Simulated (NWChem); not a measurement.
# C2H9N2 cation; SMILES NCC[NH3+]

```xyz
13

N     -0.2188    -1.9004    -0.0221
C      0.4913    -0.6551    -0.0566
C     -0.5353     0.4686     0.0481
N      0.1120     1.8250     0.0166
H     -0.4817    -2.2346    -0.9451
H      0.3012    -2.6365     0.4443
H      1.1706    -0.5980     0.8110
H      1.1236    -0.4961    -0.9573
H     -1.2493     0.4386    -0.7873
H     -1.0989     0.3907     0.9875
H     -0.5788     2.5843     0.0705
H      0.7646     1.9515     0.8019
H      0.6547     1.9659    -0.8463
```
Atoms are numbered in this order, from 1.

Computed with NWChem. The geometry was optimised at PBE0/def2-SVP. Level: PBE/def2-SVP with COSMO at NWChem's default radii, gas-phase geometry; rows give the dielectric constant. Reactions with the solvent are ignored.

For dielectric constant 2.4:

electrostatic solvation energy (kcal/mol): -41.4

Problem. How do the values read with dielectric constant 25.0 instead?

Solution. The electrostatic solvation energy (kcal/mol) is -68.8.
